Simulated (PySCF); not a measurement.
In(Me)2 (C₂H₆In), SMILES [CH3][In][CH3], multiplicity 2.

Coordinates come from a PBE0-D3(BJ)/def2-SVP optimisation. The spin state was assumed, not searched. The isomer is the one that the SMILES or the coordinates give; other isomers of the formula were not compared. The def2 effective core potentials stand for the cores of In; spin–orbit coupling is left out.

Level of theory: TDA-PBE/def2-SVPD (PySCF).

Vertical excitations. Gas-phase values at a fixed geometry.

```csv
state,energy (eV),λ (nm),f,main pairs
root 1,1.96,633,0.026,α HOMO→LUMO 99 %
root 2,3.06,405,0.038,β HOMO→LUMO 94 %
root 3,3.67,337,0.003,α HOMO→LUMO+1 99 %
root 4,3.94,315,0.000,"α HOMO−1→LUMO 55 %, β HOMO→LUMO+1 44 %"
root 5,4.18,296,0.000,"α HOMO−1→LUMO 44 %, β HOMO→LUMO+1 55 %"
root 6,4.27,290,0.170,α HOMO→LUMO+2 96 %
root 7,4.46,278,0.143,α HOMO→LUMO+3 98 %
root 8,5.23,237,0.000,α HOMO→LUMO+5 99 %
root 9,5.24,237,0.007,α HOMO→LUMO+4 99 %
root 10,5.52,225,0.002,α HOMO→LUMO+6 99 %
```
Unrestricted roots are not spin-pure.
